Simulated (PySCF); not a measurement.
CH5N2, SMILES NC=[NH2+], charge +1. Atoms are numbered in the order given.

```xyz
8

N      0.0000     1.1582    -0.1743
C      0.0000     0.0000     0.4243
N      0.0000    -1.1582    -0.1743
H      0.0000     1.2585    -1.1797
H      0.0000     2.0062     0.3717
H      0.0000     0.0000     1.5099
H      0.0000    -1.2585    -1.1797
H      0.0000    -2.0062     0.3717
```
Charge +1, spin multiplicity 1.

Geometry optimised at PBE0-D3(BJ)/def2-TZVP. The values are those of a single conformer.

Level of theory: KT2/pcSseg-2 in PySCF.

GIAO shieldings, no solvent; atoms listed in one row are averaged. δ = σ(ref) − σ: ¹⁵N against NH3 (σ = 261.9 ppm); ¹³C against TMS (σ = 184.2 ppm); ¹H against TMS (σ = 31.47 ppm), references at their B3LYP-D3(BJ)/def2-TZVP geometries, non-relativistic.

```
nucleus   atoms  count  δ (ppm)
-------  ------  -----  -------
¹⁵N      N1, N3      2    120.5
¹³C          C2      1    152.8
¹H           H6      1     7.55
¹H       H8, H5      2     6.41
¹H       H7, H4      2     6.08
```
